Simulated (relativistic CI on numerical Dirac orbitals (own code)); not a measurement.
Ligand-field terms of d3

Computed with a parametric ligand-field model of a d^n configuration (Racah B and C, spin-orbit zeta, crystal field), exact diagonalisation.

Field parameters in Wybourne normalisation: Oh B⁴₀ = 21Dq, B⁴₄ = √(5/14) B⁴₀. The field is a parameter set, without covalency.

Problem. A d3 ion in Oh symmetry has the ground term 4A2 and bands at 2E 19289 cm⁻¹ (518 nm), 2T1 20128 cm⁻¹ (497 nm), 2T2 30419 cm⁻¹ (329 nm), 4T2 38900 cm⁻¹ (257 nm), 4T1 50023 cm⁻¹ (200 nm), 4T1 82127 cm⁻¹ (122 nm). Which parameters reproduce them?

Solution. B = 1030, C = 3800, ζ = 0 cm⁻¹, Oh, 10Dq = 38900 cm⁻¹.

Problem. Ground term and bands for B = 380, C = 1660, ζ = 0 cm⁻¹, Oh, 10Dq = 12000 cm⁻¹?

Solution. Ground term 4A2 with 0.00 electrons in the two orbitals of the cubic e set. Spin-allowed: 4T2 12000 cm⁻¹ (833 nm), 4T1 15992 cm⁻¹ (625 nm), 4T1 25708 cm⁻¹ (389 nm). Lowest spin-forbidden: 2E 7850 cm⁻¹ (1274 nm), 2T1 8168 cm⁻¹ (1224 nm), 2T2 12107 cm⁻¹ (826 nm). With an A2 ground term the first spin-allowed band lies at |10Dq| itself.

Problem. Ground term and bands for B = 310, C = 1540, ζ = 0 cm⁻¹, Oh, 10Dq = 38800 cm⁻¹?

Solution. Ground term 4A2 with 0.00 electrons in the two orbitals of the cubic e set. Spin-allowed: 4T2 38800 cm⁻¹ (258 nm), 4T1 42424 cm⁻¹ (236 nm), 4T1 78626 cm⁻¹ (127 nm). Lowest spin-forbidden: 2E 7233 cm⁻¹ (1383 nm), 2T1 7354 cm⁻¹ (1360 nm), 2T2 11864 cm⁻¹ (843 nm). With an A2 ground term the first spin-allowed band lies at |10Dq| itself.

Problem. Ground term and bands for B = 860, C = 3810, ζ = 0 cm⁻¹, Oh, 10Dq = 11100 cm⁻¹?

Solution. Ground term 4A2 with 0.00 electrons in the two orbitals of the cubic e set. Spin-allowed: 4T2 11100 cm⁻¹ (901 nm), 4T1 17673 cm⁻¹ (566 nm), 4T1 28527 cm⁻¹ (351 nm). Lowest spin-forbidden: 2E 17346 cm⁻¹ (576 nm), 2T1 18148 cm⁻¹ (551 nm), 2T2 24249 cm⁻¹ (412 nm). With an A2 ground term the first spin-allowed band lies at |10Dq| itself.

Problem. A d3 ion in Oh symmetry has the ground term 4A2 and bands at 2E 19714 cm⁻¹ (507 nm), 2T1 20464 cm⁻¹ (489 nm), 4T2 22900 cm⁻¹ (437 nm), 2T2 29611 cm⁻¹ (338 nm), 4T1 31786 cm⁻¹ (315 nm), 4T1 50114 cm⁻¹ (200 nm). Which parameters reproduce them?

Solution. B = 880, C = 4390, ζ = 0 cm⁻¹, Oh, 10Dq = 22900 cm⁻¹.
